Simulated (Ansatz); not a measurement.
Born–Oppenheimer molecular dynamics of CH₂AlClO (6 atoms, charge 0, multiplicity 1). It starts at the highest image of a converged band, a first-order saddle point between two minima.

Level of theory: RKS PBE0/def2-SVP in Ansatz.

| Quantity | Value |
| --- | --- |
| ensemble | NVE (velocity Verlet) |
| time step | 0.5 fs |
| steps asked | 200 |
| starting velocities drawn for | 100 K |
| seed | 6333 |

First frame:

```xyz
6
Properties=species:S:1:pos:R:3
Cl -2.061 -2.055 0.360
Al -0.577 -0.623 0.162
C 0.501 0.867 0.555
O 0.656 -0.317 -1.038
H 1.341 0.210 -0.257
H 0.184 1.854 0.172
```

**Question.** What does the run give?

**Answer.** All steps were run.

```yaml
steps_done: 200
time_covered: 100 fs
mean_temperature_over_the_second_half: 2668 K
spread_of_the_potential_energy_over_the_second_half: 57.2 meV per atom
mean_potential_energy_of_the_second_half_above_the_start: -221.6 meV per atom
```

The conserved energy stayed within 1.4 meV per atom of its start (net change -0.2 meV per atom), so the integration is sound. The system heated up, since it started high on the potential surface and ran downhill. A run of 0.1 ps of so small a system gives no equilibrium averages. The orbitals stay closed-shell, which can raise the energy where a bond breaks towards radicals; this wasn't checked here.

**Question.** What happens to the structure?

**Answer.** The step under study would form O4–H5 and break C3–H5. These pairs go: O4–H5 1.16 → 2.21 Å, C3–H5 1.34 → 1.32 Å. In the last frame they stand as before the step (other bonds may differ from the relaxed reactants and products). Also joined: C3–O4 1.99 → 1.48 Å. It ends as one piece, CH2AlClO. Pairs count as bonded within 1.25 times the sum of covalent radii (0.12 Å more for H–H). Another seed would give other details.

**Question.** How do temperature and energy run in time?

**Answer.** 
```json
{"time (fs)": "0.0", "T (K)": "100", "potential energy less start (eV)": "0.000", "conserved less start (meV/atom)": "0.00"}
{"time (fs)": "3.0", "T (K)": "127", "potential energy less start (eV)": "-0.014", "conserved less start (meV/atom)": "0.04"}
{"time (fs)": "6.0", "T (K)": "383", "potential energy less start (eV)": "-0.146", "conserved less start (meV/atom)": "0.10"}
{"time (fs)": "9.0", "T (K)": "1334", "potential energy less start (eV)": "-0.637", "conserved less start (meV/atom)": "0.10"}
{"time (fs)": "12.0", "T (K)": "2954", "potential energy less start (eV)": "-1.478", "conserved less start (meV/atom)": "-0.45"}
{"time (fs)": "15.0", "T (K)": "3254", "potential energy less start (eV)": "-1.633", "conserved less start (meV/atom)": "-0.38"}
{"time (fs)": "18.0", "T (K)": "2794", "potential energy less start (eV)": "-1.394", "conserved less start (meV/atom)": "-0.22"}
{"time (fs)": "21.0", "T (K)": "2477", "potential energy less start (eV)": "-1.231", "conserved less start (meV/atom)": "-0.36"}
{"time (fs)": "24.0", "T (K)": "1796", "potential energy less start (eV)": "-0.876", "conserved less start (meV/atom)": "0.15"}
{"time (fs)": "27.0", "T (K)": "2015", "potential energy less start (eV)": "-0.992", "conserved less start (meV/atom)": "-0.22"}
{"time (fs)": "30.0", "T (K)": "2403", "potential energy less start (eV)": "-1.191", "conserved less start (meV/atom)": "0.02"}
{"time (fs)": "33.0", "T (K)": "3784", "potential energy less start (eV)": "-1.906", "conserved less start (meV/atom)": "-0.30"}
{"time (fs)": "36.0", "T (K)": "4424", "potential energy less start (eV)": "-2.240", "conserved less start (meV/atom)": "-0.81"}
{"time (fs)": "39.0", "T (K)": "2530", "potential energy less start (eV)": "-1.257", "conserved less start (meV/atom)": "-0.10"}
{"time (fs)": "42.0", "T (K)": "1440", "potential energy less start (eV)": "-0.693", "conserved less start (meV/atom)": "-0.06"}
{"time (fs)": "45.0", "T (K)": "2199", "potential energy less start (eV)": "-1.085", "conserved less start (meV/atom)": "0.08"}
{"time (fs)": "48.0", "T (K)": "3980", "potential energy less start (eV)": "-2.011", "conserved less start (meV/atom)": "-0.88"}
{"time (fs)": "51.0", "T (K)": "3283", "potential energy less start (eV)": "-1.647", "conserved less start (meV/atom)": "-0.30"}
{"time (fs)": "54.0", "T (K)": "2566", "potential energy less start (eV)": "-1.276", "conserved less start (meV/atom)": "-0.16"}
{"time (fs)": "57.0", "T (K)": "1755", "potential energy less start (eV)": "-0.861", "conserved less start (meV/atom)": "-0.87"}
{"time (fs)": "60.0", "T (K)": "1869", "potential energy less start (eV)": "-0.922", "conserved less start (meV/atom)": "-1.15"}
{"time (fs)": "63.0", "T (K)": "2192", "potential energy less start (eV)": "-1.082", "conserved less start (meV/atom)": "-0.17"}
{"time (fs)": "66.0", "T (K)": "3018", "potential energy less start (eV)": "-1.511", "conserved less start (meV/atom)": "-0.36"}
{"time (fs)": "69.0", "T (K)": "3437", "potential energy less start (eV)": "-1.730", "conserved less start (meV/atom)": "-0.76"}
{"time (fs)": "72.0", "T (K)": "2479", "potential energy less start (eV)": "-1.232", "conserved less start (meV/atom)": "-0.34"}
{"time (fs)": "75.0", "T (K)": "1931", "potential energy less start (eV)": "-0.947", "conserved less start (meV/atom)": "0.00"}
{"time (fs)": "78.0", "T (K)": "2495", "potential energy less start (eV)": "-1.240", "conserved less start (meV/atom)": "-0.24"}
{"time (fs)": "81.0", "T (K)": "3288", "potential energy less start (eV)": "-1.649", "conserved less start (meV/atom)": "-0.09"}
{"time (fs)": "84.0", "T (K)": "3761", "potential energy less start (eV)": "-1.898", "conserved less start (meV/atom)": "-0.86"}
{"time (fs)": "87.0", "T (K)": "2400", "potential energy less start (eV)": "-1.189", "conserved less start (meV/atom)": "-0.03"}
{"time (fs)": "90.0", "T (K)": "2035", "potential energy less start (eV)": "-1.002", "conserved less start (meV/atom)": "-0.25"}
{"time (fs)": "93.0", "T (K)": "2360", "potential energy less start (eV)": "-1.169", "conserved less start (meV/atom)": "-0.07"}
{"time (fs)": "96.0", "T (K)": "3544", "potential energy less start (eV)": "-1.786", "conserved less start (meV/atom)": "-0.88"}
{"time (fs)": "99.0", "T (K)": "3212", "potential energy less start (eV)": "-1.610", "conserved less start (meV/atom)": "-0.16"}
```

The run took 8.2 min on 1 thread of Arm Neoverse V1, on a shared host, peak memory 0.14 GiB.
